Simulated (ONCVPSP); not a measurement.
## An all-electron radial function and its pseudo partner (Sn)

Columns: radius, all-electron u(r) and pseudo u(r) of the 4p shell (level -87.55 eV) of tin in the configuration [Ar] 3d10 4s2 4p6 4d10 5s2 5p2; PBE, non-relativistic, ONCV scheme, ONCVPSP 4.0.1.

```tsv
r (bohr)	all-electron	pseudo
0.072	0.4329	0.0130
0.145	-0.1182	0.0556
0.217	-0.6069	0.1330
0.290	-0.6185	0.2524
0.362	-0.3023	0.4081
0.435	0.1342	0.5929
0.507	0.5390	0.7814
0.580	0.8581	0.9551
0.652	1.0673	1.0885
0.725	1.1809	1.1723
0.798	1.2153	1.2015
0.870	1.1921	1.1822
0.942	1.1313	1.1262
1.015	1.0466	1.0446
1.088	0.9502	0.9497
1.160	0.8517	0.8517
1.232	0.7551	0.7551
1.305	0.6623	0.6623
1.378	0.5766	0.5766
1.450	0.5001	0.5001
1.522	0.4316	0.4316
1.595	0.3703	0.3703
1.668	0.3165	0.3165
1.740	0.2703	0.2703
1.812	0.2304	0.2304
1.885	0.1955	0.1955
```

Q: How many radial nodes do the two functions have?

A: The all-electron 4p function has n − l − 1 = 2; the pseudo-wave has 0, since the states of the same l below it are removed with the core.

Q: At about which radius was the pseudo-wave matched?

A: 1.25 bohr. The columns agree to 0.0005 from 1.16 bohr on; several derivatives are matched, so the curves merge somewhat inside the radius.

Q: Is the pseudo-wave norm-conserving?

A: Yes: the ONCV scheme keeps the norm inside the radius equal to the all-electron one, which fixes the energy derivative of the logarithmic derivative at the level.
